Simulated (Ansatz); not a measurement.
System: ScBr2, charge 1, multiplicity 1. The spin state was set by rule; other spins were not relaxed. 
Geometry from a B3LYP-D3(BJ)/def2-TZVP (Ansatz, a first-principles code) optimisation:
```xyz
3

Sc     0.9094     0.2755     0.2100
Br    -0.4510     1.4499    -1.3018
Br    -0.0946    -1.6152     1.1758
```
Charge +1, spin multiplicity 1.

Basis-set convergence of Hartree-Fock and CCSD(T) correlation energies (hartree) with Ansatz. Valence correlation only, unless marked. Spin-orbit coupling is left out. The frozen core is the preceding noble-gas configuration, with the filled d and f shells of earlier blocks. Non-relativistic.

```csv
basis,functions,E(HF),"E(corr, CCSD(T))",rough core time
def2-SVPD,116,-5903.77467,-0.33431,under 20 s
def2-TZVPPD,181,…,…,20 s
```

### Question
What belongs in the gaps?

### Answer

- def2-TZVPPD, E(HF): -5904.50340
- def2-TZVPPD, E(corr, CCSD(T)): -0.42374
